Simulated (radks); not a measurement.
The mean radii <r> (bohr) of the occupied orbitals of an atom or ion are listed with their occupations. Method: non-relativistic Kohn-Sham, PBE, spin-polarised, spherical densities, point nucleus; computed with a radial shooting solver on a logarithmic mesh with Libxc functionals.

| orbital | occ. | <r> |
|---|---|---|
| 1s up | 1 | 0.04770 |
| 1s down | 1 | 0.04764 |
| 2s up | 1 | 0.2004 |
| 2s down | 1 | 0.2013 |
| 2p up | 2 | 0.1708 |

Name the element and its charge. Open shells, if any, are filled with parallel spins first.

Answer. Z = 32, germanium, charge +26: Ge26+ in [He] 2s2 2p2. The 1s radius gives Z: for a bare nucleus <r> = 1.5/Z, 0.04688 bohr for Z = 32, and screening makes it slightly larger (0.04770 here). The occupations add up to 6, and the charge is Z minus that.
